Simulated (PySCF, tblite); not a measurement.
Isomers of C5H5O2S (doublet state), one GFN2-xTB conformer each. Single-point energies are computed at B3LYP/pcH-1 (PySCF, gas phase, no added dispersion term), electronic only. GFN2-xTB treats the open shell by occupation alone, and not every SCF solution was tested for stability.

```
                SMILES  GFN2-xTB relative energy (kcal/mol)
      CSC1=[C]CC(=O)O1                                 48.5
C#C[C@H]1C[CH]S1(=O)=O                                 93.7
C#C[C@H]1[CH]CS1(=O)=O                                 88.8
     CSC1=C[CH]C(=O)O1                                  0.0
```

Conformers: `[CH3:1][S:2][C:3]1=[C:4][CH2:5][C:6](=[O:7])[O:8]1` (doublet state) with C1–S2–C3–C4 19°; `[CH:1]#[C:2][C@H:3]1[CH:4][CH2:5][S:6]1(=[O:7])=[O:8]` (doublet state) with C2–C3–C4–C5 148°, C3–C4–C5–S6 -26°, C4–C5–S6–O7 129°, C2–C3–S6–C5 -139°; `[CH3:1][S:2][C:3]1=[CH:4][CH:5][C:6](=[O:7])[O:8]1` (doublet state) with C1–S2–C3–C4 180°.

Question: What does B3LYP/pcH-1 give for the same structures?

Answer: 
```tsv
SMILES	B3LYP/pcH-1 E (Eh)	B3LYP/pcH-1 (kcal/mol)	GFN2-xTB (kcal/mol)	point group
CSC1=C[CH]C(=O)O1	-742.16978	0.0	0.0	Cs
CSC1=[C]CC(=O)O1	-742.08989	50.1	48.5	C1
C#C[C@H]1C[CH]S1(=O)=O	-741.96942	125.7	93.7	C1
C#C[C@H]1[CH]CS1(=O)=O	-741.96900	126.0	88.8	C1
```

Both levels put the same isomer lowest; measured from each level's own lowest isomer, the values differ by up to 37.2 kcal/mol (C#C[C@H]1[CH]CS1(=O)=O: 88.8 against 126.0). As drawn, the highest has a four-membered ring, which the lowest lacks. Neighbours under 5.0 kcal/mol apart (C#C[C@H]1C[CH]S1(=O)=O and C#C[C@H]1[CH]CS1(=O)=O) can change places with a better method, another conformer or zero-point energy.

Question: What happens when harmonic zero-point energies from GFN2-xTB frequencies are added?

Answer: 
```
                SMILES  ZPE (kcal/mol)  electronic (kcal/mol)  with ZPE (kcal/mol)
     CSC1=C[CH]C(=O)O1            55.3                    0.0                  0.0
      CSC1=[C]CC(=O)O1            54.5                   50.1                 49.3
C#C[C@H]1C[CH]S1(=O)=O            53.1                  125.7                123.6
C#C[C@H]1[CH]CS1(=O)=O            52.6                  126.0                123.3
```

The zero-point energies span 2.7 kcal/mol. The lowest isomer stays, but the order above it changes.
